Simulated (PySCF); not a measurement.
**Ar²⁺ (argon, charge +2) across methods**

[Ne] 3s2 3p4, high-spin 3P determinant. Calculation: PySCF 2.14, in x2c-QZVPPall (9s6p4d2f1g, 70 functions); scalar relativity by spin-free X2C-1e.

| method | E (hartree) | mean ε 3s β (eV) | mean ε 3p α (eV) | mean ε 3p β (eV) | Σ⟨r²⟩ (bohr²) | ⟨S²⟩ |
| --- | --- | --- | --- | --- | --- | --- |
| PBE0 | -527.6226 | -50.929 | -38.489 | -36.008 | 15.55 | 2.004 |
| PBE | -527.5849 | -48.762 | -36.469 | -34.152 | 15.57 | 2.003 |
| PBEsol | -526.8354 | -48.697 | -36.394 | -34.022 | 15.58 | 2.003 |
| wB97X-V | -527.7077 | -53.828 | -40.947 | -38.645 | 15.59 | 2.003 |
| UHF | -527.12949 | -55.966 | -43.566 | -40.435 | 15.65 | 2.010 |
| TPSSh | -527.7971 | -49.851 | -37.488 | -35.152 | 15.54 | 2.004 |
| LDA | -526.1411 | -48.967 | -36.453 | -34.103 | 15.61 | 2.002 |
| r2SCAN | -527.7456 | -49.014 | -37.171 | -34.576 | 15.55 | 2.006 |
| M06 | -527.7689 | -50.942 | -38.216 | -35.728 | 15.49 | 2.003 |
